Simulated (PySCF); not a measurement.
Si(H)2(OMe)(PH2) (CH7OPSi), SMILES CO[SiH2]P.

Coordinates come from a B3LYP-D3(BJ)/def2-SVP optimisation. One conformer was computed; it need not be the lowest.

Method: TDA-CAM-B3LYP/def2-SVPD (PySCF).

Vertical excitations. Gas-phase values at a fixed geometry.

Computed lowest excited states:
```json
[
 {"state": "S1", "energy (eV)": "6.34", "λ (nm)": "196", "f": "0.017", "main pairs": "HOMO→LUMO+1 42 %, HOMO→LUMO+2 17 %, HOMO→LUMO 17 %, HOMO→LUMO+3 13 %"},
 {"state": "S2", "energy (eV)": "6.60", "λ (nm)": "188", "f": "0.019", "main pairs": "HOMO→LUMO 63 %, HOMO→LUMO+1 22 %"},
 {"state": "S3", "energy (eV)": "6.86", "λ (nm)": "181", "f": "0.025", "main pairs": "HOMO→LUMO+2 69 %, HOMO→LUMO+1 22 %"},
 {"state": "S4", "energy (eV)": "7.18", "λ (nm)": "173", "f": "0.288", "main pairs": "HOMO→LUMO+3 68 %"},
 {"state": "S5", "energy (eV)": "7.39", "λ (nm)": "168", "f": "0.022", "main pairs": "HOMO−1→LUMO 63 %, HOMO−1→LUMO+1 18 %"},
 {"state": "S6", "energy (eV)": "7.82", "λ (nm)": "159", "f": "0.019", "main pairs": "HOMO−1→LUMO+1 58 %, HOMO−1→LUMO 17 %"},
 {"state": "S7", "energy (eV)": "7.96", "λ (nm)": "156", "f": "0.026", "main pairs": "HOMO→LUMO+4 25 %, HOMO→LUMO+5 22 %, HOMO→LUMO+6 10 %, HOMO−2→LUMO 8 %"},
 {"state": "S8", "energy (eV)": "7.98", "λ (nm)": "155", "f": "0.037", "main pairs": "HOMO−1→LUMO+2 24 %, HOMO−2→LUMO 18 %, HOMO−1→LUMO+3 15 %, HOMO→LUMO+5 10 %"},
 {"state": "S9", "energy (eV)": "8.12", "λ (nm)": "153", "f": "0.070", "main pairs": "HOMO−1→LUMO+2 39 %, HOMO−2→LUMO 27 %, HOMO→LUMO+4 7 %, HOMO−2→LUMO+1 6 %"},
 {"state": "S10", "energy (eV)": "8.23", "λ (nm)": "151", "f": "0.093", "main pairs": "HOMO−1→LUMO+3 44 %, HOMO→LUMO+7 10 %, HOMO−2→LUMO 10 %, HOMO→LUMO+6 9 %"},
 {"state": "T1", "energy (eV)": "5.57", "λ (nm)": "223", "f": "0", "main pairs": "HOMO→LUMO 56 %, HOMO→LUMO+1 11 %, HOMO→LUMO+5 9 %"},
 {"state": "T2", "energy (eV)": "5.66", "λ (nm)": "219", "f": "0", "main pairs": "HOMO→LUMO+2 36 %, HOMO→LUMO+1 19 %, HOMO→LUMO+3 18 %, HOMO→LUMO 8 %"},
 {"state": "T3", "energy (eV)": "6.38", "λ (nm)": "194", "f": "0", "main pairs": "HOMO→LUMO+1 48 %, HOMO→LUMO+2 33 %"},
 {"state": "T4", "energy (eV)": "6.45", "λ (nm)": "192", "f": "0", "main pairs": "HOMO→LUMO+3 53 %, HOMO→LUMO 14 %, HOMO→LUMO+1 13 %, HOMO→LUMO+4 9 %"}
]
```
Triplets are in the Tamm–Dancoff approximation.
